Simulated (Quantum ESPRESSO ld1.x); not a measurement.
Problem. These are the eigenvalues of the occupied orbitals of an atom or ion with whole-number occupations (hartree). Calculated with ld1.x of Quantum ESPRESSO 7.5: scalar-relativistic Kohn-Sham, LDA (Slater exchange, Perdew-Zunger correlation), spin-polarised, spherical densities, point nucleus.

orbital  eigenvalue
1s         -552.955
2s         -75.0258
2p         -66.7217
3s         -12.2243
3p         -9.56015
3d         -5.13707
4s         -2.36023
4p         -1.72470

Which element is it, and in what charge state? The configuration may be excited.

Solution. Z = 37, rubidium, charge +3: Rb3+ in [Ar] 3d10 4s2 4p(up 2, down 2). The list shows which subshells hold electrons but not how many an open one holds; the 1s level, -552.95 hartree, gives Z - s = 33.3 by -(Z - s)^2/2, which with screening and relativity narrows Z to a few neighbours, and the depths of the outer levels then fix element, charge and occupations together.
